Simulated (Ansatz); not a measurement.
Calculated with Ansatz (gas phase, PBE0-D4/def2-TZVP geometries, no zero-point term in ΔE). CCSD(T)/CBS is the MP2 limit (def2-TZVPP, def2-QZVPP) plus CCSD(T) − MP2 in def2-TZVPP, frozen cores. This one scheme is used for every species. Functionals use def2-TZVPP. B3LYP here is the variant with VWN-RPA as its local correlation; programs differ in this. HSE06 is defined as in plane-wave codes.

Consider the cleavage of the Si–Si bond: `F[SiH]([SiH3])Cl` + H–F → `F[SiH](F)Cl` + SiH₄.

`F[SiH]([SiH3])Cl`:

```xyz
8

F    -1.863    1.122    0.590
Si   -0.360    0.648    0.846
Si    0.310   -0.815   -0.852
Cl    0.840    2.309    0.806
H    -0.302    0.097    2.219
H    -0.566   -2.017   -0.863
H     1.713   -1.227   -0.587
H     0.228   -0.117   -2.159
```

H–F:

Cartesian coordinates in Å:
```
F -0.205 0.216 -0.351
H 0.205 -0.216 0.351
```

`F[SiH](F)Cl`:

```xyz
5

F    -1.479   -0.546   -0.213
Si   -0.042    0.080   -0.040
F     0.692   -0.017   -1.432
Cl    0.985   -1.000    1.321
H    -0.157    1.483    0.365
```

SiH₄:

Z-matrix (Å, degrees):
```
Si
H 1 1.485
H 1 1.485 2 109.5
H 1 1.485 2 109.5 3 -120.0
H 1 1.485 2 109.5 3 120.0
```

Question: Is it downhill or uphill in electronic energy at CCSD(T)/CBS, and by how much? (An estimate is asked.)

Answer: The calculation gave: Downhill: ΔE = -1.64 eV.

Question: What do these levels give: B3LYP-D4, r2SCANh-D4, CAM-B3LYP-D4, ωB97X-V, ωB97M-V, PBE0, r2SCAN0, HSE06, BHLYP, CAM-B3LYP, RPA@PBE/def2-TZVPP, CCSD(T)/def2-SVP? (An estimate is asked.)

Answer: Ansatz gave: B3LYP-D4 -1.64, r2SCANh-D4 -1.67, CAM-B3LYP-D4 -1.74, ωB97X-V -1.66, ωB97M-V -1.72, PBE0 -1.52, r2SCAN0 -1.69, HSE06 -1.52, BHLYP -1.82, CAM-B3LYP -1.79, RPA@PBE/def2-TZVPP -1.69, CCSD(T)/def2-SVP -1.67 eV.

Largest T1 diagnostic among the species: 0.012.

From BLYP to BHLYP (50 % exact exchange), in def2-TZVPP and without D4, ΔE moves by −0.14 eV. In def2-TZVPP, CCSD(T) changes the Hartree–Fock value by +0.27 eV (the triples alone add +0.04 eV) and MP2 by +0.22 eV. Leaving LDA and LC-ωPBE aside and taking each functional with its dispersion term where it has one, the values, not all of them listed here, spread over 0.34 eV, from B2PLYP to revPBE-D4.
